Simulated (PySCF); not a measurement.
# Ionising BI

RHF-CCSD(T); basis B aug-cc-pVDZ, I aug-cc-pVDZ-PP with ECP28; scalar-relativistic core potentials; PySCF 2.14. Neutral (RHF): singlet (closed shell), Re = 2.164 Å, ωe = 566 cm⁻¹, De = 3.47 eV.

BI⁺ (UHF): doublet (σ ↑), Re = 1.987 Å, ωe = 781 cm⁻¹, De = 2.42 eV to B⁺ + I. The energies at the minima are -319.48768 hartree for BI and -319.15175 for BI⁺.

Problem. Work out the adiabatic ionisation energy, without and with harmonic zero-point energies (1 hartree = 27.2114 eV, 1 eV = 8065.5 cm⁻¹), and the change of the bond length.

Solution. At CCSD(T): 0.33593 hartree = 9.141 eV between the minima; the zero-point term (781.0 − 566.0)/2 cm⁻¹ = +0.013 eV makes it 9.154 eV. Re changes by -17.7 pm against the neutral. The electron leaves a σ orbital, and the shorter bond of the ion fits an antibonding orbital, or a change in how ionic the bond is.

Correlated steps freeze 5 core orbitals. Correlated levels converge slowly with the basis: in double zeta they bind strong bonds too weakly, by up to about 1 eV, and carry superposition errors of some tenths. These are scalar-relativistic numbers at best; spin–orbit coupling would shift them, the dissociation energy most. For an ion De counts to the pair picked by the measured ionisation energies or electron affinities, which need not be the lowest pair at this level. Where the molecule has an RHF reference, its open-shell atoms are computed with UHF. States were picked by a PBE0 search and need not be the measured ground states.

Neutral and ion stand on different kinds of reference determinant, which adds to the error of the difference.
